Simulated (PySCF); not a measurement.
From one molecule to another.

First species: C₅H₁₁NOSi.
Cartesian coordinates in Å at the GFN2-xTB level; atoms count from 1:
```
atom  x, y, z in Å
N1     2.055    0.312    1.647
C2     1.099    0.594    0.736
O3     0.538    1.671    0.706
C4     0.741   -0.516   -0.221
C5    -0.505   -1.218    0.344
C6    -1.658   -0.214    0.371
Si7   -1.336    0.943   -1.116
C8     0.333    0.127   -1.543
H9     2.299    1.008    2.333
H10    2.511   -0.582    1.683
H11    1.574   -1.220   -0.326
H12   -0.303   -1.633    1.336
H13   -0.755   -2.047   -0.322
H14   -2.614   -0.731    0.325
H15   -1.645    0.347    1.303
H16   -2.293    0.616   -2.193
H17   -1.370    2.375   -0.877
H18    1.097    0.821   -1.886
H19    0.222   -0.643   -2.306
```

Second species: C₅H₁₁NOSi.
Numbering: `[CH3:1][SiH2:2][C:3](=[O:4])[CH:5]1[CH2:6][NH:7][CH2:8]1` (hydrogens: H9, H10, H11 on C1; H12, H13 on Si2; H14 on C5; H15, H16 on C6; H17 on N7; H18, H19 on C8)

Levels: PBE0/pcSseg-1 for HOMO energy, LUMO energy and HOMO–LUMO gap. Geometries: GFN2-xTB. All species are isolated and taken at one optimised geometry, non-relativistic unless stated; the electronic structure was computed with PySCF and density fitting.

The conformers computed, where there is a choice (atom-mapped SMILES and torsion angles):
- `[CH3:1][SiH2:2][C:3](=[O:4])[CH:5]1[CH2:6][NH:7][CH2:8]1`: C1–Si2–C3–O4 72°, Si2–C3–C5–C6 70°

The conformers of `NC(=O)[C@H]1CC[SiH2]C1` aren't listed.

Values for the first species:

```
HOMO energy   : -7.37 eV
LUMO energy   : 0.61 eV
HOMO–LUMO gap : 7.98 eV
```

**Question.** Estimate the same properties for the second species, and the change in each.

**Answer.** 
```
     property     first    second  second less first
  HOMO energy  -7.37 eV  -6.51 eV           +0.86 eV
  LUMO energy   0.61 eV  -1.15 eV           -1.76 eV
HOMO–LUMO gap   7.98 eV   5.36 eV           -2.62 eV
```

